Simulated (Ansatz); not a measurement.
**Relative stability**

The two ends of one reaction step of SiN₂H₁₀O, singlet (PBE0-D4/def2-TZVP).

A:

```
14
angstrom
Si 0.5910 0.8792 0.4170
H -0.5527 0.1659 1.0520
H 1.3880 0.0447 -0.5135
H 0.1118 2.1287 -0.2332
N 1.6732 1.1682 1.7460
H -1.1995 -0.9414 -1.5068
N -1.0946 0.0610 -1.6366
H -0.7943 -1.7215 0.5734
O -1.0434 -2.4872 0.0428
H 2.6151 1.4676 1.5453
H 1.3300 1.6465 2.5649
H -2.0202 0.4715 -1.6385
H -0.6900 0.2208 -2.5506
H -0.3142 -3.1039 0.1380
```

B:

```xyz
14
angstrom
Si 0.6456 1.2823 -0.4575
H -2.9599 -0.2505 1.8635
H 1.3443 2.3354 -1.2480
H -0.3387 1.9497 0.4409
N 1.8724 0.3400 0.2539
H -0.4138 -1.2677 -0.0425
N -0.3475 0.1866 -1.3766
H -2.3423 -0.6426 1.7040
O -0.2613 -1.7795 0.7750
H 2.7545 0.7436 0.5186
H 1.6118 -0.4568 0.8194
H -1.2896 0.4904 -1.5789
H 0.0644 -0.2279 -2.2012
H -0.3397 -2.7029 0.5293
```

Computed with Ansatz 0.2.0 (basis: def2-TZVPP); correlated methods freeze the cores. B3LYP uses VWN-RPA correlation.

(1) Which structure is lower at CCSD(T), and by how much? (To be estimated.)

The T1 diagnostic stays at or below 0.010.

Results:

(1) The calculation gives: B, by 10.70 kcal/mol (electronic energy, against the other). By their contacts, A is a complex of SiNH₅ ([NH2][SiH3]) + H₂O + NH₃ and B is a complex of SiN₂H₆ ([NH2][SiH2][NH2]) + H₂O + H₂.

All methods give the same order:

| method | E(B) − E(A) (kcal/mol) |
| --- | --- |
| SPW92 | -10.50 |
| PBE-D4 | -10.36 |
| BLYP-D4 | -11.89 |
| r2SCAN-D4 | -11.79 |
| B97M-V | -10.30 |
| PBE0-D4 | -10.22 |
| B3LYP-D4 | -11.51 |
| r2SCAN0-D4 | -11.34 |
| BHLYP-D4 | -11.18 |
| CAM-B3LYP-D4 | -11.55 |
| wB97X-V | -10.69 |
| wB97M-V | -10.70 |
| B2PLYP | -11.27 |
| PBE-QIDH | -10.82 |
| RPA on PBE | -10.05 |
| HF | -9.88 |
| MP2 | -12.33 |
| CCSD | -10.25 |
| CCSD(T) | -10.70 |

Labels in which every atom is bracketed show which atoms are joined, not bond orders.

For scale, one of the runs: CCSD(T)/def2-TZVPP, 275 basis functions, launched by `ansatz run in.yaml --threads 8 --pin off --events-out ev --progress --plain --max-ram 19148MiB`. The run took 120 s on 8 CPU threads of an Arm Neoverse V1 (shared host), with 7.6 GiB of host memory at its peak.
